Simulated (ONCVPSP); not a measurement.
Which setting gave this result? (sulfur, ONCV)

Base potential:

sulfur, optimised norm-conserving Vanderbilt (ONCV), made with ONCVPSP 4.0.1 (PBEsol, scalar-relativistic). Core [He], reference 2s2 2p6 3s2 3p3 (charge +1). Waves: 2s+3s: rc 0.95 bohr, ncon 4, nbas 7, qcut 16.2 1/bohr, 2 projectors; 2p+3p: rc 0.90 bohr, ncon 4, nbas 9, qcut 15.2 1/bohr, 2 projectors; d scattering state at 0.03 Ha: rc 1.00 bohr, ncon 4, nbas 7, qcut 11.4 1/bohr, 1 projector. Local part: polynomial inside 0.65 bohr (lpopt 5, dvloc0 3 Ha). Core correction: none.

Cutoffs, loose and tight: the cutoffs (Ha) at which the residual kinetic energy of the hardest occupied pseudo-wave falls to 1 and 0.1 mHa per electron. They do not see the model core or the augmentation charge, which bear on the density cutoff. Test errors are all-electron minus pseudo excitation energies from the reference, over the configurations 2s2 2p6 3s2 3p4; 2s2 2p6 3s2 3p2; 2s2 2p6 3s2 3p1; 2s2 2p5 3s2 3p4; variants that change the core or the reference have their own tests.

Only the scale of all radii (base = 1) is moved:

```json
{"scale of all radii (base = 1)": "0.76", "cutoff, loose": "347 Ha", "cutoff, tight": "596 Ha", "bound ghosts": "none", "largest test error (meV)": "+514"}
{"scale of all radii (base = 1)": "0.82", "cutoff, loose": "119 Ha", "cutoff, tight": "467 Ha", "bound ghosts": "none", "largest test error (meV)": "+656"}
{"scale of all radii (base = 1)": "0.91", "cutoff, loose": "105 Ha", "cutoff, tight": "153 Ha", "bound ghosts": "none", "largest test error (meV)": "+868"}
{"scale of all radii (base = 1)": "0.96", "cutoff, loose": "101 Ha", "cutoff, tight": "113 Ha", "bound ghosts": "none", "largest test error (meV)": "+980"}
{"scale of all radii (base = 1)": "1.02", "cutoff, loose": "96 Ha", "cutoff, tight": "106 Ha", "bound ghosts": "none", "largest test error (meV)": "+1162"}
{"scale of all radii (base = 1)": "1.07", "cutoff, loose": "92 Ha", "cutoff, tight": "103 Ha", "bound ghosts": "none", "largest test error (meV)": "+1287"}
{"scale of all radii (base = 1)": "1.16", "cutoff, loose": "87 Ha", "cutoff, tight": "98 Ha", "bound ghosts": "none", "largest test error (meV)": "+1543"}
{"scale of all radii (base = 1)": "1.2", "cutoff, loose": "85 Ha", "cutoff, tight": "95 Ha", "bound ghosts": "none", "largest test error (meV)": "+1668"}
{"scale of all radii (base = 1)": "1.31", "cutoff, loose": "78 Ha", "cutoff, tight": "90 Ha", "bound ghosts": "none", "largest test error (meV)": "+2005"}
```

Question: One more run gave cutoff, loose: 82 Ha; cutoff, tight: 93 Ha; bound ghosts: none; largest test error (meV): +1823. Which value of the scale of all radii (base = 1) was used?

Answer: 1.24. The loose cutoff moves one way along this sweep, from 347 Ha at 0.76 to 78 Ha at 1.31, which places the run between 1.2 and 1.31.
